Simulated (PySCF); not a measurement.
Species: 3-(aminomethyl)pyridine, C6H8N2.
SMILES: `NCc1cccnc1`

Torsions of this conformer, `[NH2:1][CH2:2][c:3]1[cH:4][cH:5][cH:6][n:7][cH:8]1`: N1–C2–C3–C4 86°, H–N1–C2–C3 60°, H–N1–C2–C3 -58°.

The closed-shell ground state was solved at several levels (PySCF, density fitting, gas phase, non-relativistic). The structure is a single GFN2-xTB conformer in the gas phase; no vibrational or solvent corrections.

| level | basis functions | total energy (Eh) | HOMO (eV) | LUMO (eV) | gap (eV) | dipole (D) |
| --- | --- | --- | --- | --- | --- | --- |
| PBE0/def2-SVPD | 224 | -342.3158 | -6.95 | -0.90 | 6.05 | 1.93 |
| PBE0/pcSseg-1 | 176 | -342.4991 | -6.85 | -0.83 | 6.02 | 1.94 |

(1) What might B3LYP/pcJ-1 (296 basis functions) give for the same quantities?

(2) Over all these levels, which gives the widest orbital gap and which the narrowest?

(3) How far do the dipole and the HOMO energy spread over the levels?

## Answers

(1) Total energy -342.9616 Eh, HOMO -6.57 eV, LUMO -1.00 eV, gap 5.57 eV, dipole 1.93 D.

(2) PBE0/def2-SVPD (global hybrid, 25 % exact exchange) has the widest, 6.05 eV, and B3LYP/pcJ-1 (global hybrid, 20 % exact exchange) the narrowest, 5.57 eV. Functional and basis both differ between the two, so the spread mixes both effects.

(3) The dipole runs from 1.93 to 1.94 D (mean 1.93 D) and the HOMO from -6.95 to -6.57 eV.
